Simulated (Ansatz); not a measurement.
`CB(C)Cl` + H₂ → `CBC` + HCl at 700 K and 1 bar (hydrogenolysis of a B–Cl bond).

Gas-phase electronic energies from Ansatz, PBE0-D4/def2-TZVP geometries. CCSD(T)/CBS is the MP2 limit (def2-TZVPP, def2-QZVPP) plus CCSD(T) − MP2 in def2-TZVPP, frozen cores. This one scheme is used for every species.

| species | CCSD(T)/CBS energy (Eh) | H − E (kJ/mol) | S (J/(mol·K)) |
| --- | --- | --- | --- |
| `CB(C)Cl` | -564.35192 | 272.5 | 420.6 |
| H₂ | -1.17544 | 46.8 | 155.3 |
| `CBC` | -105.11307 | 282.8 | 377.9 |
| HCl | -460.38127 | 38.4 | 211.8 |

H − E and S are ideal-gas, rigid-rotor, harmonic terms from PBE0-D4/def2-TZVP, for one conformer and one mirror image of each species. The MP2-based limit puts H₂ 0.8 mEh under its directly extrapolated value; such offsets cancel only in part. 1 Eh = 2625.50 kJ/mol, R = 8.31446 J/(mol·K).

Question: By hand: ΔE, ΔH, ΔS and ΔG.

Answer: ΔE = (-105.11307) + (-460.38127) − (-564.35192) − (-1.17544) = 0.03302 Eh = 86.7 kJ/mol. Δ(H − E) = 282.8 + 38.4 − 272.5 − 46.8 = 1.9, so ΔH = 88.6 kJ/mol. ΔS = 377.9 + 211.8 − 420.6 − 155.3 = 13.8 J/(mol·K). ΔG = 88.6 − 700 × (13.8)/1000 = 78.9 kJ/mol.

Question: By hand: the equilibrium constant, and the temperature at which ΔG would vanish if ΔH and ΔS stayed fixed.

Answer: log₁₀ K = −ΔG/(RT ln 10) = -5.9. ΔG = 0 at ΔH/ΔS = 6420 K, far beyond where these terms or the molecules hold.

The number of gas molecules stays the same, so ΔS is small and ΔH decides. A doubt of 5 kJ/mol in ΔE shifts log₁₀ K by 0.4 here. Other conformers and mirror images would add mixing entropy, several J/(mol·K) or more a flexible species. Modes under 60 cm⁻¹, often nearly free rotors, make the harmonic entropy too high. These are equilibria of isolated gas molecules and say nothing of rates. Largest T1 diagnostic: 0.010 (customary marks: 0.02 for closed shells, 0.045 for open ones).
